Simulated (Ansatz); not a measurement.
Program: Ansatz. Geometries: PBE0-D4/def2-TZVP. ΔE: electronic, gas phase. CCSD(T)/CBS adds triple-zeta CCSD(T) − MP2 to the extrapolated MP2 energy (def2 sets, frozen cores). Functionals use def2-TZVPP. B3LYP here is the variant with VWN-RPA as its local correlation; programs differ in this. Each species was taken in one conformer, which may not be the lowest.

Reaction (redistribution): `CCBBO` + `CN[SiH](C)O` → `CCBNC` + `C[SiH](O)BO`

`CCBBO`:

Cartesian coordinates in Å:
```
C -0.900 0.510 -1.265
C 0.507 0.788 -0.754
B 0.969 0.101 0.570
B -0.037 -0.722 1.638
O -0.293 -2.056 1.696
H -1.652 0.767 -0.514
H -1.034 -0.548 -1.503
H -1.132 1.078 -2.170
H 0.640 1.866 -0.555
H 1.259 0.598 -1.533
H 2.124 0.273 0.876
H -0.619 -0.081 2.484
H 0.167 -2.573 1.030
```

`CN[SiH](C)O`:

Z-matrix (Å, degrees):
```
C
N 1 1.445
H 1 1.093 2 109.7
H 1 1.097 2 113.0 3 119.7
H 1 1.095 2 111.8 3 -118.3
Si 2 1.710 1 126.0 3 -15.6
H 2 1.006 1 114.6 3 175.3
O 6 1.653 2 112.0 1 65.8
C 6 1.857 2 114.4 1 -51.5
H 6 1.491 2 103.7 1 -173.8
H 8 0.958 6 115.8 2 50.0
H 9 1.093 6 110.8 2 57.8
H 9 1.092 6 110.8 2 177.3
H 9 1.092 6 110.8 2 -62.2
```

`CCBNC`:

Cartesian coordinates in Å:
```
C -1.779 -0.988 -0.479
C -0.559 -1.455 0.304
B 0.620 -0.426 0.469
N 0.560 0.855 -0.064
C 1.571 1.881 0.023
H -1.516 -0.713 -1.505
H -2.549 -1.761 -0.543
H -2.243 -0.112 -0.013
H -0.146 -2.365 -0.152
H -0.859 -1.779 1.310
H 1.619 -0.726 1.070
H -0.266 1.135 -0.572
H 2.423 1.494 0.581
H 1.922 2.187 -0.968
H 1.200 2.772 0.540
```

`C[SiH](O)BO`:

Z-matrix (Å, degrees):
```
C
Si 1 1.862
H 1 1.093 2 110.1
H 1 1.092 2 110.9 3 -120.0
H 1 1.092 2 110.9 3 119.6
O 2 1.663 1 106.1 3 179.8
B 2 2.032 1 113.7 3 -57.7
H 2 1.501 1 108.9 3 61.8
H 6 0.958 2 117.0 1 175.2
O 7 1.354 2 118.6 1 31.2
H 7 1.210 2 123.0 1 -149.9
H 10 0.962 7 113.9 2 178.6
```

| level | ΔE (kJ/mol) |
| --- | --- |
| ωB97X-V | -77.4 |
| ωB97M-V | -77.4 |
| PBE0 | -84.2 |
| B3LYP | -81.6 |
| SCS-MP2/def2-TZVPP | -78.9 |
| CCSD/def2-TZVPP | -79.1 |
| CCSD(T)/def2-TZVPP | -82.1 |
| HF/CBS(def2) | -66.6 |

(1) What does CCSD(T)/CBS give? (An estimate is asked.)

Largest T1 diagnostic among the species: 0.013.

Results:

(1) Ansatz gave: -79.0 kJ/mol. The listed levels differ from it by 1.6, 1.6, -5.2, -2.6, 0.1, -0.1, -3.1, 12.4 kJ/mol.

In def2-TZVPP, CCSD(T) changes the Hartree–Fock value by −14.2 kJ/mol (the triples alone add −2.9 kJ/mol) and MP2 by −12.4 kJ/mol. From PBE to PBE0 (25 % exact exchange), in def2-TZVPP and without D4, ΔE moves by +4.3 kJ/mol.
